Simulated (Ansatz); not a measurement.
Isomers of CH6BN, B3LYP-D3(BJ)/def2-TZVP minima from an xTB search, which can miss the lowest.
Isomer 1, SMILES CBN (charge 0, multiplicity 1):
```xyz
9

C      1.138    -0.291    -0.089
B     -0.213     0.496    -0.235
N     -1.407     0.019     0.304
H      1.053    -1.229     0.467
H      1.556    -0.521    -1.074
H      1.890     0.328     0.411
H     -0.259     1.541    -0.819
H     -2.284     0.506     0.222
H     -1.475    -0.848     0.813
```
Isomer 2, SMILES BNC (charge 0, multiplicity 1, Z-matrix in Å and degrees):
```
N
H 1 1.0093
B 1 1.3850 2 119.22
C 1 1.4538 2 113.67 3 180.00
H 4 1.0884 1 108.97 2 179.99
H 4 1.0932 5 108.43 1 121.40
H 4 1.0932 5 108.43 6 117.21
H 3 1.1931 1 118.86 2 -0.01
H 3 1.1942 8 122.11 1 179.97
```

Correlated levels freeze the cores. MP2 and its Hartree–Fock in cc-pVQZ are density fitted.

Programs: Ansatz (a quantum-chemistry and plane-wave program). 

The energy of isomer 2 above isomer 1 is E(isomer 2) − E(isomer 1). Total energies (hartree):

```tsv
level	isomer 2	isomer 1
HF/cc-pVTZ	-120.5640577	-120.5906772
MP2/cc-pVTZ	-121.0642103	-121.0928133
HF/cc-pVQZ	-120.5725668	-120.5992877
MP2/cc-pVQZ	-121.1049053	-121.1339611
CCSD(T)/cc-pVTZ	-121.1178933	-121.1453532
```

**Question.** Work out the energy of isomer 2 above isomer 1 at the basis-set limit: extrapolate the MP2 correlation part as X⁻³, take Hartree–Fock from the larger set, and add the CCSD(T) − MP2 difference of cc-pVTZ.

**Answer.** 
1. Differences (1 hartree = 627.509 kcal/mol): HF/cc-pVTZ 16.704; MP2/cc-pVTZ 17.949; HF/cc-pVQZ 16.768; MP2/cc-pVQZ 18.233; CCSD(T)/cc-pVTZ 17.231.
2. Correlation parts, MP2 less HF: 1.245 in cc-pVTZ (X = 3), 1.465 in cc-pVQZ (X = 4).
3. Limit (4³·(1.465) − 3³·(1.245))/(4³ − 3³) = 1.626; with HF/cc-pVQZ it gives 18.394.
4. CCSD(T) less MP2 in cc-pVTZ: -0.717.
Result: 17.68 kcal/mol, against 17.95 at MP2/cc-pVTZ. It is an estimate of this method's limit, not of the exact value.
